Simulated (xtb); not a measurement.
B(Cl)(OMe)(SiH3) (CH6BClOSi), SMILES COB([SiH3])Cl. All values are semi-empirical tight-binding results from xtb (GFN2-xTB unless named), good for trends rather than for accurate numbers. The structure is a stationary point at GFN2-xTB. This is a generated structure with no PubChem entry under its InChIKey; it may be hypothetical. One conformer was computed; it need not be the lowest.

Optimised geometry:

Bonded distances (Å): B1–Cl2 1.750, B1–O3 1.331, B1–Si8 1.987, O3–C4 1.405, C4–H5 1.093, C4–H6 1.092, C4–H7 1.092, Si8–H9 1.461, Si8–H10 1.473, Si8–H11 1.472. Angles (°): Cl2–B1–O3 112.3, Cl2–B1–Si8 119.8, O3–B1–Si8 127.9, B1–O3–C4 126.5, O3–C4–H5 111.8, O3–C4–H6 108.4, O3–C4–H7 108.4, H5–C4–H6 109.6, H5–C4–H7 109.6, H6–C4–H7 109.0, B1–Si8–H9 113.8, B1–Si8–H10 112.5, B1–Si8–H11 112.2, H9–Si8–H10 106.5, H9–Si8–H11 106.8, H10–Si8–H11 104.3.

The orbital gap is 3.74 eV. The dipole moment is 3.26 D and the zero-point energy is 43.8 kcal/mol. The G − E(el) at 298.15 K (modified RRHO) comes out as 23.1 kcal/mol and the static polarisability (D4 model) is 73.0 bohr³. The solvation energy, GFN2-xTB/ALPB(water) is -2.9 kcal/mol and the solvation energy, GFN2-xTB/ALPB(toluene) is -4.6 kcal/mol.

Computed atomic charges and the Wiberg bond orders between heavy atoms:
charges (e) B1 0.34, Cl2 -0.29, O3 -0.30, C4 0.02, H5 0.04, H6 0.07, H7 0.07, Si8 0.37, H9 -0.10, H10 -0.11, H11 -0.11. Bond orders B1–Cl2 1.02, B1–O3 1.31, O3–C4 0.98, B1–Si8 0.86.
